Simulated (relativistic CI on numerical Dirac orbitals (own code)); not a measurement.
**Hyperfine structure of Nd21+, mass number 145**

Calculated at this level of theory: Dirac-Coulomb-Breit CI, orbitals from a KLI potential per configuration, a model potential for QED, unscaled Slater integrals (own radial code, finite nucleus).

Configurations in the expansion (outside the closed core [Ar] 3d10): 4s²4p⁶4d³, 4s²4p⁵4d⁴, 4s²4p⁶4d²4f, 4s4p⁶4d⁴, 4s²4p⁶4d²5s, 4s4p⁶4d³4f, 4s²4p⁶4d²5p, 4s²4p⁶4d4f5s, 4s²4p⁶4d²5d, 4s²4p⁵4d³5s, 4s²4p⁶4d4f², 4s²4p⁶4f³, 4s²4p⁶4f²5s, 4s4p⁶4d4f³, 4s²4p⁶4f²5p, 4s²4p⁶4d5s², 4s²4p⁶4f5s², 4s4p⁶4d4f5s², 4s²4p⁶5s²5p. Double excitations out of closed p, d and f shells are left out; levels of such configurations are missing from the list, as are those of other unlisted configurations, and high levels can miss mixing partners. These lack a partner that the ground configuration has and come out too high: 4s²4p⁶4d²5d, 4s²4p⁵4d³5s.

Nuclear spin I = 7/2, μ = -0.656 μN, Q = -0.314 b (tables of Stone and Pyykkö). The electronic factors are computed for point nuclear moments, without core polarisation or the Bohr-Weisskopf and QED corrections.

| Level | E (cm⁻¹) | A (MHz) | B (MHz) |
| --- | --- | --- | --- |
| 4s²4p⁶4d³ ⁴F3/2 | 0.0 | -1832 | 1310 |
| 4s²4p⁶4d³ ⁴F5/2 | 27267.3 | -1055 | 837 |
| 4s²4p⁶4d³ ⁴F7/2 | 44340.9 | -1001 | 281 |
| 4s²4p⁶4d³ ⁴P1/2 | 53852.2 | 757.6 |  |
| 4s²4p⁶4d³ ²G7/2 | 80532.3 | -1044 | -690 |
| 4s²4p⁶4d³ ⁴P5/2 | 81531.2 | -403.6 | -1840 |
| 4s²4p⁶4d³ ²H9/2 | 85758.6 | -953.2 | -1350 |
| 4s²4p⁶4d³ ²P1/2 | 100055.6 | 172.1 |  |

Levels with J = 0, under 50 % of one LS term, or S terms without an open s electron are left out. Small factors come from cancelling terms and can be off by tens of per cent or more.

At this charge energies of transitions that change n are usually good to better than 1 %, and those within a shell (Δn = 0) to a few per cent. Terms inside the open d or f shell come out 10 to 20 % too wide with unscaled integrals.

(1) Give the hyperfine levels of 4s²4p⁶4d³ ⁴F3/2 relative to its centre of gravity.

Results:

(1) With K = F(F + 1) − I(I + 1) − J(J + 1), E = AK/2 + B[¾K(K + 1) − I(I + 1)J(J + 1)]/[2I(2I − 1)J(2J − 1)]: F = 2: 13070, F = 3: 6638, F = 4: -1066, F = 5: -9293 MHz.

LS names give the leading component of a level, which can be under half, so a name can repeat, a term be missing and a line seem to break the LS rules.
